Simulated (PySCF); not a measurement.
C₇H₁₀N₂Si.
SMILES with atom numbers: `[CH2:1]=[CH:2][CH2:3][N:4]([SiH3:5])[C:6]1=[CH:7][C@H:8]1[C:9]#[N:10]`

Structure used (GFN2-xTB), in Å, numbered top down from 1:
```
atom  x, y, z in Å
C1     2.2963   -0.5258   -0.9220
C2     2.2928   -0.4648    0.3950
C3     1.1446   -0.0114    1.2498
N4    -0.0210    0.4298    0.5115
Si5   -0.2587    2.0927    0.0339
C6    -0.7945   -0.5534    0.0317
C7    -1.1617   -1.7950   -0.1139
C8    -2.0258   -0.7571   -0.8125
C9    -3.2934   -0.4147   -0.2693
N10   -4.3105   -0.1315    0.1784
H11    3.1570   -0.8670   -1.4703
H12    1.4394   -0.2416   -1.5093
H13    3.1644   -0.7632    0.9625
H14    1.4804    0.8154    1.8830
H15    0.8525   -0.8389    1.9092
H16    0.5096    2.4102   -1.1762
H17    0.2414    2.8640    1.1696
H18   -1.6900    2.2323   -0.1950
H19   -1.0568   -2.8375    0.0360
H20   -1.9711   -0.6317   -1.8951
```

NICS = −σ at a ghost point: NICS(0) at the centroid of the ring atoms, NICS(1) 1 Å to either side along the normal of their mean plane, zz for the tensor component along that normal. Level: GIAO PBE0/pcSseg-1 (PySCF, non-relativistic, gas phase) on the GFN2-xTB geometry, one conformer.

Ring bond lengths (Å), with Mayer bond orders in brackets: C6–C7 1.303 (1.59), C7–C8 1.520 (0.89), C8–C6 1.507 (0.96).

Problem. Give the NICS values of each ring in ppm.

Solution. 
| ring | type | NICS(0) | NICS(1), two faces | NICS(1)zz, two faces | rms pucker (Å) | centre to ring atoms, mean (Å) |
| --- | --- | --- | --- | --- | --- | --- |
| C6–C7–C8 | 3-membered carbocycle; formal bonds 1 double, 2 single | -36.0 | -6.9 / -7.9 | -13.6 / -16.4 | 0.00 | 0.83 |

Problem. What can be read from them?

Solution. 
- C6–C7–C8: mean NICS(1)zz -15.0 ppm, shielded. C8 has four or more neighbours, and the NICS criterion for π rings isn't applied. NICS(0) lies 29 ppm below the mean NICS(1).

The run took 66 s wall (with the writing of density and orbital grids) on Arm Neoverse V1, one thread, no GPU (shared host), and the process peaked at 1.0 GiB of memory. This is the whole shielding run at PBE0/pcSseg-1, SCF included.
